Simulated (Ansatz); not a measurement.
```yaml
crystal:
  periodic: [false, false, false]
  atoms:
    - {symbol: C, position_ang: [-1.932951, 0.510269, 0.205984]}
    - {symbol: Al, position_ang: [-0.151361, -0.299910, 0.352595]}
    - {symbol: C, position_ang: [1.412273, 0.733174, 0.925429]}
    - {symbol: O, position_ang: [-0.016340, -2.002642, 0.603856]}
    - {symbol: S, position_ang: [0.456217, -0.554983, -2.188657]}
    - {symbol: H, position_ang: [-1.897703, 1.790523, -0.231228]}
    - {symbol: H, position_ang: [-1.897703, 1.490523, -0.281228]}
    - {symbol: H, position_ang: [-2.635764, -0.110362, -0.358764]}
    - {symbol: H, position_ang: [2.349342, 0.192968, 0.758273]}
    - {symbol: H, position_ang: [1.360453, 0.945981, 1.999004]}
    - {symbol: H, position_ang: [1.487284, 1.700963, 0.418531]}
    - {symbol: H, position_ang: [-0.789401, -2.562602, 0.640876]}
    - {symbol: H, position_ang: [1.526660, -1.295698, -1.858032]}
    - {symbol: H, position_ang: [1.191898, 0.552360, -2.385428]}
basis:
  gaussian: {orbitals: x2c-TZVPPall}
hamiltonian: {xc: {name: HSE06}, dispersion: d3bj, pseudopotentials: {relativity: scalar}}
output: {forces: true}
```

```sh
$ ansatz run in.yaml --threads 4 --pin off --events-out ev --progress --plain --max-ram 10444MiB
```

It prints (some lines left out):

```
Functional definition: HSE06
1635 factors; their error is unknown
136 factors; integrals over basis functions are off by at most 4.0e-7 eV
mean field evaluation 1: about -21701.6054 eV, gradient 8.7e1 eV
mean field evaluation 2: about -21663.1130 eV, gradient 1.5e2 eV
mean field evaluation 4: about -21716.8894 eV, gradient 1.1e1 eV
mean field evaluation 8: about -21717.1299 eV, gradient 3.3e-1 eV
mean field evaluation 16: about -21717.1746 eV, gradient 6.7e-4 eV
mean field -21717.17463880 eV, -798.0914475463 hartree, gradient 2.1e-5 eV, S^2 0.000000; 0 other end points of the search recorded, 0 dependent functions left out
reference -21717.17468771 eV, -798.0914493437 hartree; 29, 29 occupied and 274, 274 virtual orbitals, 1635 factors
Total energy: -21717.39973083 eV, -798.0997195257 hartree
Relativity: scalar
Atom 0 at    -1.932951     0.510269     0.205984 Å, force     0.897172    -3.386742     2.571393 eV/Å
Atom 1 at    -0.151361    -0.299910     0.352595 Å, force    -0.158582     0.677540    -0.029236 eV/Å
Atom 2 at     1.412273     0.733174     0.925429 Å, force    -0.013339     0.001327     0.049867 eV/Å
Atom 3 at    -0.016340    -2.002642     0.603856 Å, force    -0.331897     0.117596    -0.032446 eV/Å
Atom 4 at     0.456217    -0.554983    -2.188657 Å, force     0.153042    -0.125589    -0.075607 eV/Å
Atom 5 at    -1.897703     1.790523    -0.231228 Å, force    -0.498406   109.829587    19.289520 eV/Å
Atom 6 at    -1.897703     1.490523    -0.281228 Å, force     0.194371  -108.316228   -21.159956 eV/Å
Atom 7 at    -2.635764    -0.110362    -0.358764 Å, force    -0.373961     1.240099    -0.501244 eV/Å
Atom 8 at     2.349342     0.192968     0.758273 Å, force    -0.021641     0.025454    -0.020415 eV/Å
Atom 9 at     1.360453     0.945981     1.999004 Å, force    -0.007583    -0.007516    -0.035913 eV/Å
Atom 10 at     1.487284     1.700963     0.418531 Å, force     0.023454    -0.010744     0.000960 eV/Å
Atom 11 at    -0.789401    -2.562602     0.640876 Å, force     0.077187    -0.018558     0.025683 eV/Å
Atom 12 at     1.526660    -1.295698    -1.858032 Å, force     0.061839     0.001838    -0.102752 eV/Å
Atom 13 at     1.191898     0.552360    -2.385428 Å, force    -0.001657    -0.028063     0.020146 eV/Å
Dipole moment:     0.112667     0.228680    -0.778803 e Å
```

Question: What is wrong with this run?

Answer: One atom was put on top of another. The run converged. The result belongs to that input, not to the molecule as meant.

HSE06 is defined as in plane-wave codes.
